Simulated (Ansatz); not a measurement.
Stepwise reaction of `C#C[Si](F)(C#C)C#C` with hydrogen fluoride, as a gas-phase model of exchange steps in deposition or etching. ΔE in kJ/mol; ΔG adds harmonic PBE0-D4 terms to CCSD(T)/CBS, at 1 bar.

Isolated molecules relaxed with PBE0-D4/def2-TZVP in Ansatz; ΔE leaves out vibrations. CCSD(T)/CBS is the MP2 limit (def2-TZVPP, def2-QZVPP) plus CCSD(T) − MP2 in def2-TZVPP, frozen cores. This one scheme is used for every species. Functionals use def2-TZVPP. B3LYP here is the variant with VWN-RPA as its local correlation; programs differ in this.

```tsv
step	reaction	PBE-D4	B3LYP-D4	ωB97M-V	CCSD(T)/CBS	ΔG(400 K)
1	`C#C[Si](F)(C#C)C#C` + H–F → `C#C[Si](F)(F)C#C` + `C#C`	-102.9	-113.9	-117.0	-110.8	-109.7
2	`C#C[Si](F)(F)C#C` + H–F → `C#C[Si](F)(F)F` + `C#C`	-102.0	-112.8	-116.9	-112.4	-108.6
3	`C#C[Si](F)(F)F` + H–F → `F[Si](F)(F)F` + `C#C`	-93.4	-104.3	-108.3	-105.7	-98.5
```

(1) By hand: ΔE of the 3 steps together at CCSD(T)/CBS.

Results:

(1) (-110.8) + (-112.4) + (-105.7) = -328.9 kJ/mol, or -109.6 kJ/mol a step.

In ΔE step 2 is the lowest and step 3 the highest. All are downhill at CCSD(T)/CBS. ΔG lies between -109.7 and -98.5 kJ/mol a step. PBE-D4 differs from CCSD(T)/CBS by 7.9 to 12.3 kJ/mol a step. Only this route is followed, and other bonds may react first. Isolated molecules leave out the surface, adducts and barriers. Largest T1 diagnostic: 0.014.
